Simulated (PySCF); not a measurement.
**Zn+: excitation energy**

Zn+ [Ar] 3d10 4s1 (2S) → Zn+ [Ar] 3d9 4s1 5s1 (4D), as a difference of total energies. All numbers are calculated (PySCF 2.14, scalar relativity through the core potential, in aug-cc-pVDZ-PP with ECP10MDF). Correlated levels: valence: 3s2 3p6 frozen. The calculations carry no spin-orbit coupling.

```tsv
method	excitation energy (cm⁻¹)
UHF	150460
LDA	177460
PBE	171470
PBE0	168430
r2SCAN	169010
BHandHLYP	165760
LC-wPBE	171530
PBEsol	173160
wB97M-V	167920
MP2 (valence)	173920
SCS-MP2 (valence)	171610
```

The upper state lies above the first ionisation limit, but in LS coupling its spin forbids autoionisation to the ground ion. A Rydberg-like electron needs more diffuse functions than a valence basis has.

The promoted electron is Rydberg-like, and one or two diffuse shells describe it only roughly, which tends to raise the upper state.
